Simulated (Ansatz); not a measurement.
`C[O][Cd][NH2]` + H–F → `[NH2][Cd][F]` + CH₃OH at 298.15 K and 1 bar (ligand exchange at a Cd–O bond).

Program: Ansatz. Geometries: PBE0-D4/def2-TZVP. ΔE: electronic, gas phase. CCSD(T)/CBS is the MP2 limit (def2-TZVPP, def2-QZVPP) plus CCSD(T) − MP2 in def2-TZVPP, frozen cores. This one scheme is used for every species. def2 core potentials past Kr. For Cd outer-core shells are correlated without core-valence functions, which leaves a few kJ/mol of doubt a bond. Each species was taken in one conformer, which may not be the lowest.

| species | CCSD(T)/CBS energy (Eh) | H − E (kJ/mol) | S (J/(mol·K)) |
| --- | --- | --- | --- |
| `C[O][Cd][NH2]` | -338.62994 | 193.1 | 349.8 |
| H–F | -100.39570 | 33.5 | 173.6 |
| `[NH2][Cd][F]` | -323.42384 | 84.3 | 292.8 |
| CH₃OH | -115.61712 | 146.3 | 238.2 |

H − E and S are ideal-gas, rigid-rotor, harmonic terms from PBE0-D4/def2-TZVP, for one conformer and one mirror image of each species. 1 Eh = 2625.50 kJ/mol, R = 8.31446 J/(mol·K).

**Question.** By hand: ΔE, ΔH, ΔS and ΔG.

**Answer.** ΔE = (-323.42384) + (-115.61712) − (-338.62994) − (-100.39570) = -0.01532 Eh = -40.2 kJ/mol. Δ(H − E) = 84.3 + 146.3 − 193.1 − 33.5 = 4.0, so ΔH = -36.2 kJ/mol. ΔS = 292.8 + 238.2 − 349.8 − 173.6 = 7.6 J/(mol·K). ΔG = -36.2 − 298.15 × (7.6)/1000 = -38.5 kJ/mol.

**Question.** By hand: the equilibrium constant, and the temperature at which ΔG would vanish if ΔH and ΔS stayed fixed.

**Answer.** log₁₀ K = −ΔG/(RT ln 10) = 6.7. ΔH and −TΔS have one sign here, so there is no such temperature.

The number of gas molecules stays the same, so ΔS is small and ΔH decides. A doubt of 5 kJ/mol in ΔE shifts log₁₀ K by 0.9 here. Other conformers and mirror images would add mixing entropy, several J/(mol·K) or more a flexible species. These are equilibria of isolated gas molecules and say nothing of rates. Largest T1 diagnostic: 0.016 (customary marks: 0.02 for closed shells, 0.045 for open ones).

ΔS is within the doubt of such terms, so its sign, and with it that verdict, could turn.
